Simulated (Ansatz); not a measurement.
Geometry optimisation, Ansatz 0.2.0, RKS BHLYP/def2-SVP.

input.yaml

```yaml
crystal:
  periodic: [false, false, false]
  atoms:
    - { symbol: Ta, position_ang: [-0.099332, 0.200915, 0.027577] }
    - { symbol: Cl, position_ang: [2.303517, 0.436066, 0.289513] }
    - { symbol: F, position_ang: [-0.233958, 0.476791, 1.871219] }
    - { symbol: F, position_ang: [0.240179, -0.35544, -1.724093] }
    - { symbol: F, position_ang: [-0.90253, 1.778683, -0.441519] }
    - { symbol: F, position_ang: [-1.345863, -1.1493, 0.174093] }
    - { symbol: F, position_ang: [1.346004, -2.430363, 0.865993] }
    - { symbol: H, position_ang: [2.187583, -2.060753, 0.889818] }
basis:
  gaussian: { orbitals: def2-SVP }
hamiltonian:
  xc: { name: BHLYP }
relax:
  f_tol: 0.03
  max_steps: 50
output:
  orbitals: {}
```

Run as:

```bash
$ ansatz run input.yaml --threads 4 --pin off --max-ram 5120MiB --backend cpu --events-out ev --progress --plain --runs-dir out
```

Where does it end, and by what steps?

The run converged. After 11 steps the energy has fallen by 0.432 eV; F7 moved furthest, 0.59 Å. Joined: Ta1–F7 (3.12 → 2.32 Å).

```csv
step,energy less start (eV),largest force component (eV/Å),accepted
0,0.0000,1.420,yes
1,-0.1348,1.148,yes
2,-0.2909,0.989,yes
3,-0.3534,0.979,yes
4,-0.4026,0.355,yes
5,-0.3998,0.422,no
6,-0.4195,0.067,yes
7,-0.4270,0.232,yes
8,-0.4310,0.062,yes
9,-0.4316,0.042,yes
10,-0.4319,0.049,yes
11,-0.4319,0.017,yes
```

```xyz
8
Properties=species:S:1:pos:R:3
Ta 0.028 0.036 0.089
Cl 2.315 0.610 0.261
F -0.078 0.206 1.950
F 0.403 -0.639 -1.617
F -0.758 1.623 -0.393
F -1.412 -1.139 0.173
F 1.041 -1.957 0.697
H 1.957 -1.844 0.793
```

Whether the end is a true minimum wasn't checked by a vibrational analysis.

Time of the run: 37 s on 4 threads of Arm Neoverse V1 (shared host), peak memory 0.34 GiB.
